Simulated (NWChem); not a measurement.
ZnCl, doublet; SMILES [Zn][Cl]

```xyz
2

Zn     0.0000     0.0000    -0.7759
Cl     0.0000     0.0000     1.3868
```
Atoms are numbered in this order, from 1.

The geometry was optimised at PBE0/def2-SVP, spin-unrestricted. This spin state was assumed; another may lie lower. No stability test was run on the SCF state.

Problem. List the 4 lowest vertical excitations from BHandHLYP/def2-SVPD, spin-unrestricted, TDA (NWChem).

Solution. 
```json
[
 {"state": "state 1", "energy (eV)": "3.86", "oscillator strength": "0.001", "<S²>": "0.80"},
 {"state": "state 2", "energy (eV)": "3.86", "oscillator strength": "0.001", "<S²>": "0.80"},
 {"state": "state 3", "energy (eV)": "4.26", "oscillator strength": "0.152", "<S²>": "0.76"},
 {"state": "state 4", "energy (eV)": "4.26", "oscillator strength": "0.152", "<S²>": "0.76"}
]
```
